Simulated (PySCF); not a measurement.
## GeI⁺: one state, many levels of theory

State: ¹Σ⁺ (singlet), closed shell. Set-up: Ge def2-TZVPPD, I def2-TZVPPD with ECP28; scalar-relativistic core potentials (PySCF 2.14). De refers to Ge⁺ + I in their high-spin ground configurations, without counterpoise correction. A positive dipole points towards I; it is taken about the centre of mass and depends on that origin.

```json
{"Level": "RHF", "Re (Å)": "2.403", "ωe (cm⁻¹)": "310", "De (eV)": "2.37", "μ (D)": "-4.17"}
{"Level": "RHF-MP2", "Re (Å)": "2.378", "ωe (cm⁻¹)": "320", "De (eV)": "4.01", "μ (D)": "n/a"}
{"Level": "RHF-SCS-MP2", "Re (Å)": "2.387", "ωe (cm⁻¹)": "316", "De (eV)": "3.80", "μ (D)": "n/a"}
{"Level": "RHF-CCSD", "Re (Å)": "2.389", "ωe (cm⁻¹)": "314", "De (eV)": "3.62", "μ (D)": "n/a"}
{"Level": "RHF-CCSD(T)", "Re (Å)": "2.399", "ωe (cm⁻¹)": "307", "De (eV)": "3.87", "μ (D)": "n/a"}
{"Level": "LDA", "Re (Å)": "2.390", "ωe (cm⁻¹)": "303", "De (eV)": "4.92", "μ (D)": "-3.06"}
{"Level": "PBE", "Re (Å)": "2.424", "ωe (cm⁻¹)": "291", "De (eV)": "4.26", "μ (D)": "-3.29"}
{"Level": "PW91", "Re (Å)": "2.423", "ωe (cm⁻¹)": "291", "De (eV)": "4.29", "μ (D)": "-3.30"}
{"Level": "BLYP", "Re (Å)": "2.449", "ωe (cm⁻¹)": "279", "De (eV)": "4.03", "μ (D)": "-3.42"}
{"Level": "r²SCAN", "Re (Å)": "2.401", "ωe (cm⁻¹)": "303", "De (eV)": "4.15", "μ (D)": "-3.22"}
{"Level": "r²SCANh", "Re (Å)": "2.395", "ωe (cm⁻¹)": "307", "De (eV)": "4.04", "μ (D)": "-3.30"}
{"Level": "PBE0", "Re (Å)": "2.399", "ωe (cm⁻¹)": "306", "De (eV)": "3.98", "μ (D)": "-3.47"}
{"Level": "B97-3", "Re (Å)": "2.413", "ωe (cm⁻¹)": "301", "De (eV)": "3.85", "μ (D)": "-3.63"}
{"Level": "HSE06", "Re (Å)": "2.402", "ωe (cm⁻¹)": "304", "De (eV)": "4.04", "μ (D)": "-3.44"}
```

Problem. Which functional lies closest to RHF-CCSD(T) in De, which farthest, and by how much do they differ from it?

Solution. Closest is B97-3 (+1.4 pm in Re, -2.0 % in ωe, -0.02 eV in De against RHF-CCSD(T) in the same basis), farthest LDA (-0.9 pm in Re, -1.3 % in ωe, +1.05 eV in De). CCSD(T) converges more slowly with the basis than the functionals do and binds too weakly in this one, so the order can change at the basis-set limit.

Problem. What does the step from GGA to meta-GGA do here, going from PBE to r²SCAN?

Solution. r²SCAN less PBE: -2.3 pm in Re, +4.1 % in ωe, -0.11 eV in De. 

Problem. What does the gradient correction do here, going from LDA to PBE?

Solution. PBE less LDA: +3.4 pm in Re, -4.0 % in ωe, -0.66 eV in De. The gradient correction favours the more uneven density of free atoms, so it tends to lengthen bonds and takes away much of the overbinding of LDA; so it does here.

Correlated steps freeze 13 core orbitals. These are scalar-relativistic numbers at best; spin–orbit coupling would shift them, the dissociation energy most. For an ion De counts to the pair picked by the measured ionisation energies or electron affinities, which need not be the lowest pair at this level. Where the molecule has an RHF reference, its open-shell atoms are computed with UHF.

The whole job (state search and all levels along the bond) took about 13 min on 2 threads of Arm Neoverse V1 (shared host), peak memory 3.9 GiB.
